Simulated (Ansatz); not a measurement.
BH₆NOSSi, SMILES `NB(S)O[SiH3]`, relaxed with RKS PBE-D4/def2-SVP in the Gaussian-basis code of Ansatz from a rough embedded geometry. The force threshold is 0.03 eV/Å; the program also tests the step.

Total charge 0; spin multiplicity 1.

Start:

```xyz
11

N    -0.887    0.738    1.567
B    -0.755   -0.316    0.541
S    -0.628   -2.076    1.121
O    -0.874   -0.072   -0.827
Si    0.760    0.201   -1.454
H    -0.113    1.494    1.394
H    -1.788    1.283    1.388
H     0.760   -2.080    1.189
H     0.659    0.498   -2.894
H     1.515   -1.018   -1.247
H     1.352    1.347   -0.778
```

How much energy does the relaxation release, and in how many steps? (An estimate is asked.)

The calculation gave: 183.34 kJ/mol, in 20 steps, 1 of them rejected.

Which bonds change most? (Best estimate.)

Computed: O4–Si5 from 1.772 to 1.680 Å; N1–H6 from 1.096 to 1.020 Å; N1–B2 from 1.477 to 1.413 Å; Si5–H10 from 1.448 to 1.505 Å.

Give the relaxed structure. (Best estimate.)

Computed: 
```xyz
11

N    -1.128    0.682    1.592
B    -0.374   -0.045    0.643
S    -0.038   -1.861    0.808
O     0.138    0.629   -0.446
Si    1.037    0.238   -1.811
H    -1.291    1.681    1.464
H    -1.546    0.290    2.431
H    -0.711   -2.032    1.979
H     0.161    0.362   -3.027
H     1.581   -1.162   -1.718
H     2.170    1.218   -1.915
```
